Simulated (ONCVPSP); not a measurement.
# Potentials for nickel (Ni) compared

Generated with ld1.x 7.5 (TM, RRKJ, ultrasoft, PAW), atompaw 4.2 or ONCVPSP 4.0.1. The cutoff is in Ry: for ld1.x and atompaw files where the sum of valence levels is converged to 10 mRy in a Bessel basis, for ONCV files where the hardest occupied wave has 1 mHa per electron of residual kinetic energy. The error is the largest all-electron minus pseudo excitation energy over each file’s own four to seven test configurations (ionisations up to +4, promotions, holes and added fractions of an electron), all of which were solved. The labels leave out finer settings (local radius, basis sizes, second energies), which also bear on the numbers. Spin-polarised tests are not counted. The rows are a selection from randomly drawn settings: files with unsolved tests, undetermined cutoffs or missed reference levels are left out.

A true bound ghost makes a file unfit for plane-wave use even where its test errors are small: the radial tests pick states by their node count and pass the ghost by.

```tsv
potential	cutoff (Ry)	largest error (meV)	bound ghosts
ONCV, PBE, scalar-relativistic, rc 1.90/0.90/0.85 (spd), local smoothed, core correction yes, reference 3p6 3d8 4s1.5, qcut 3.3/17.6/19.6, projectors 2/3/2	269	+95	s
ONCV, PBE, scalar-relativistic, rc 2.45/1.00/1.05/1.90 (spdf), local smoothed, core correction yes, reference 3p6 3d8 4s2, qcut 2.4/16.5/13.2/6.3, projectors 3/2/2/2	147	-241	none
ONCV, LDA (Perdew-Wang 92), scalar-relativistic, rc 1.05/0.80/0.85 (spd), local smoothed, core correction yes, reference 3s2 3p6 3d8 4s2, qcut 12.2/12.2/15.5, projectors 2/2/3	204	-10.0	none
```

**Question.** Fill in the row for Ni: ONCV, PW91, scalar-relativistic, rc 0.90/0.80/0.75/0.75 (spdf), local smoothed, core correction yes, reference 3s2 3p6 3d8, qcut 10.2/11.9/13.8/15, projectors 3/2/2/1.

**Answer.** cutoff 708 Ry, largest error +3.6 meV, bound ghosts: none.

**Question.** Fill in the row for Ni: ONCV, PBE, fully relativistic, rc 2.35/2.25/1.30 (spd), local smoothed, core correction yes, reference 3d8 4s1, qcut 2.6/3.7/11.5, projectors 2/2/2.

**Answer.** cutoff 107 Ry, largest error -351 meV, bound ghosts: none.

**Question.** Fill in the row for Ni: ONCV, PBE, fully relativistic, rc 2.15/1.15/0.80 (spd), local smoothed, core correction yes, reference 3p6 3d8 4s1, qcut 2.9/10.3/11.7, projectors 3/2/1.

**Answer.** cutoff 706 Ry, largest error -11 meV, bound ghosts: none.
